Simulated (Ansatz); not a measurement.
B(PF3)H3 (BPH3F3). Charge 0, multiplicity 1. Geometry PBE-D4/def2-SVP; atoms count from 1.

```xyz
8

B    -0.7631   -0.7265    0.3181
F     0.4921    1.9377    0.4499
F     0.5611    0.8999   -1.7526
F     2.0453    0.1133    0.0115
P     0.5155    0.4913   -0.2147
H    -0.4927   -1.7128   -0.3555
H    -1.8110   -0.1647    0.0251
H    -0.5473   -0.8381    1.5183
```

Another isomer (singlet) lies 1.86 eV lower at PBE0-D4/def2-TZVP; other spin states weren't run for this one.

Estimate the Mulliken populations from the PBE0/def2-TZVP orbitals of Ansatz.


| atom | charge (e) |
| --- | --- |
| B1 | -0.43 |
| F2 | -0.21 |
| F3 | -0.21 |
| F4 | -0.21 |
| P5 | 0.95 |
| H6 | 0.03 |
| H7 | 0.03 |
| H8 | 0.03 |
Mulliken values depend strongly on the basis.

And the Mayer bond orders between heavy atoms (over 0.3)?

B1–P5 1.02 (1.84 Å); F2–P5 1.14 (1.59 Å); F3–P5 1.14 (1.59 Å); F4–P5 1.14 (1.59 Å).
